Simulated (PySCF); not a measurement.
Isomers of CH6BNO2. Method: PBE0-D3(BJ)/def2-SVP geometry optimisation, gas phase in PySCF. One conformer each; no zero-point energy, no entropy. No frequencies were run at this level. Point groups hold within 0.08 Å.

Task: Rank from lowest to highest electronic energy at this level (kcal/mol).
A. `[CH3:1][NH:2][B:3]([OH:4])[OH:5]` with N2–B3–O4–H -178°, N2–B3–O5–H 1°
B. `[NH2:1][CH2:2][B:3]([OH:4])[OH:5]` with H–N1–C2–B3 -58° and 54°, N1–C2–B3–O4 1°, C2–B3–O4–H 180°, C2–B3–O5–H 0°

Result: A (0.0), B (23.9).

As drawn, the lower has a B–N bond, which the higher lacks.

| SMILES | E (Eh) | E rel (kcal/mol) | dipole (D) | point group | A, B, C (MHz) |
| --- | --- | --- | --- | --- | --- |
| CNB(O)O | -271.40952 | 0.0 | 1.94 | near Cs | 9275, 3729, 2705 |
| NCB(O)O | -271.37145 | 23.9 | 1.90 | Cs | 8955, 3537, 2609 |

Task: How do the relative energies change in single points at B3LYP/pcSseg-2 (no added dispersion term) on the same geometries?

Result: 
```csv
SMILES,PBE0-D3(BJ)/def2-SVP (kcal/mol),B3LYP/pcSseg-2 (kcal/mol),shift
CNB(O)O,0.0,0.0,0.0
NCB(O)O,23.9,24.4,+0.5
```

Each column counts from its own lowest isomer. The order is unchanged; the largest shift is 0.5 kcal/mol.
